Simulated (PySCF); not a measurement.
C₂H₈AlAs.
Z-matrix (Å and degrees, PBE0-D3(BJ)/def2-SVP geometry), rows numbered from 1:
```
C 
C   1  1.3429
Al  2  1.9713  1  122.57
As  3  2.6427  2   92.52  1   -91.05
H   1  1.0988  2  123.04  3   179.72
H   1  1.0982  2  121.77  3    -0.86
H   2  1.1013  1  115.91  3  -179.53
H   3  1.6013  2  116.72  1     8.28
H   3  1.5999  2  119.75  1   167.81
H   4  1.5101  3  116.07  2    60.01
H   4  1.5114  3  116.65  2   -53.66
H   4  1.5139  3  126.67  2  -176.75
```

Theory: PBE0-D3(BJ)/def2-SVP geometry optimisation, gas phase in PySCF 2.14.0.

Masses are those of the commonest isotopes; rigid-rotor values at the optimised geometry. The values belong to one conformer with, in the numbering `[H][As+:4]([H])([H])[AlH2-:3][CH:2]=[CH2:1]`, C1–C2–Al3–As4 -91°, C2–Al3–As4–H 60° and -54° and -177°.

Question: Give the principal moments of inertia and the rotational constants in cm⁻¹.

Answer: Ia = 92.44, Ib = 328.91, Ic = 390.08 u·Å²; 505379 MHz·u·Å²/I gives 5467, 1537 and 1296 MHz, that is A = 0.18237, B = 0.05125, C = 0.04322 cm⁻¹.

Question: Classify the top.

Answer: An asymmetric top. Ray's parameter κ = (2B − A − C)/(A − C) = -0.884; −1 is the prolate and +1 the oblate limit.

Question: What does the inertial defect say?

Answer: Not planar: Δ = Ic − Ia − Ib = -31.27 u·Å². For a rigid frame Δ = −2 Σ m c², so Σ m c² = 15.63 u·Å² lies off the ab plane: 10.84 from hydrogen and 4.79 from heavier atoms. The atom farthest from that plane is 1.66 Å away.

Question: List the rotational levels J(Ka,Kc) to J = 4 (cm⁻¹).

Answer: Above 0(0,0):
J = 1: 1(0,1) 0.0945, 1(1,1) 0.2256, 1(1,0) 0.2336
J = 2: 2(0,2) 0.2830, 2(1,2) 0.4065, 2(1,1) 0.4306, 2(2,1) 0.8239, 2(2,0) 0.8243
J = 3: 3(0,3) 0.5650, 3(1,3) 0.6776, 3(1,2) 0.7258, 3(2,2) 1.1074, 3(2,1) 1.1091, 3(3,1) 1.7832, 3(3,0) 1.7833
J = 4: 4(0,4) 0.9394, 4(1,4) 1.0387, 4(1,3) 1.1190, 4(2,3) 1.4849, 4(2,2) 1.4903, 4(3,2) 2.1618, 4(3,1) 2.1619, 4(4,1) 3.1071, 4(4,0) 3.1071
The levels of one J sum to (2J + 1)J(J + 1)(A + B + C)/3.

Question: Which types of transition are allowed, and where do some lines up to J = 2 fall?

Answer: The dipole components are |μa| = 2.88 D, |μb| = 2.36 D, |μc| = 0.31 D. Intensities carry the squares of the components, which stand as 1.00 : 0.67 : 0.01 (a : b : c). Some lines, for components of 0.1 D or more:

```
type  branch         J(Ka,Kc)    MHz  lower level (cm⁻¹)
   a       Q  2(1,1) ← 2(1,2)    723               0.406
   b       R  2(0,2) ← 1(1,1)   1723               0.226
   a       R  1(0,1) ← 0(0,0)   2832               0.000
   c       Q  2(1,2) ← 2(0,2)   3701               0.283
   c       Q  1(1,1) ← 1(0,1)   3931               0.094
   b       Q  1(1,0) ← 1(0,1)   4172               0.094
   b       Q  2(1,1) ← 2(0,2)   4423               0.283
   a       R  2(1,2) ← 1(1,1)   5423               0.226
   a       R  2(0,2) ← 1(0,1)   5653               0.094
   a       R  2(1,1) ← 1(1,0)   5905               0.234
   b       R  1(1,1) ← 0(0,0)   6763               0.000
   c       R  1(1,0) ← 0(0,0)   7004               0.000
   b       R  2(1,2) ← 1(0,1)   9354               0.094
   c       R  2(1,1) ← 1(0,1)  10077               0.094
   c       Q  2(2,1) ← 2(1,1)  11792               0.431
   b       Q  2(2,0) ← 2(1,1)  11803               0.431
   b       Q  2(2,1) ← 2(1,2)  12515               0.406
   b       R  2(2,1) ← 1(1,0)  17697               0.234
   c       R  2(2,0) ← 1(1,0)  17708               0.234
   c       R  2(2,1) ← 1(1,1)  17938               0.226
   b       R  2(2,0) ← 1(1,1)  17949               0.226
```

No frequency check. No vibrational averaging or centrifugal distortion is included, and the geometry carries the error of its method. A rigid rotor knows nothing of internal rotation, which can split or shift real lines. Quadrupole hyperfine structure (27Al, 75As) is left out.
